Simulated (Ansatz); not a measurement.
Mulliken charges of F3HfI, SMILES `[F][Hf]([F])([F])[I]` from B3LYP/def2-TZVPP in Ansatz (PBE0-D4/def2-TZVP geometry).

```json
{"atom": "F1", "x (Å)": "-0.753", "y (Å)": "-0.293", "z (Å)": "1.759", "charge (e)": "-0.324"}
{"atom": "Hf2", "x (Å)": "0.005", "y (Å)": "-0.157", "z (Å)": "0.035", "charge (e)": "1.158"}
{"atom": "F3", "x (Å)": "1.743", "y (Å)": "-0.893", "z (Å)": "0.081", "charge (e)": "-0.324"}
{"atom": "F4", "x (Å)": "-1.046", "y (Å)": "-1.167", "z (Å)": "-1.166", "charge (e)": "-0.324"}
{"atom": "I5", "x (Å)": "0.101", "y (Å)": "2.436", "z (Å)": "-0.750", "charge (e)": "-0.187"}
```

**Question.** By hand: the dipole of these point charges (1 e Å = 4.8032 D).

**Answer.** Σ q r = (0.005, 0.125, -0.038) e Å, of length 0.131 e Å = 0.63 D.

**Question.** How does the dipole of the full density compare? (Best estimate.)

**Answer.** Ansatz gave: (0.002, 0.060, -0.018) e Å, 0.30 D; the point charges give 2.10 times that, at 0° from its direction.

Point charges leave out the atoms' own dipoles, such as those of lone pairs, and Mulliken's split depends on the basis, so the two needn't agree.

B3LYP here is the variant with VWN-RPA as its local correlation; programs differ in this.
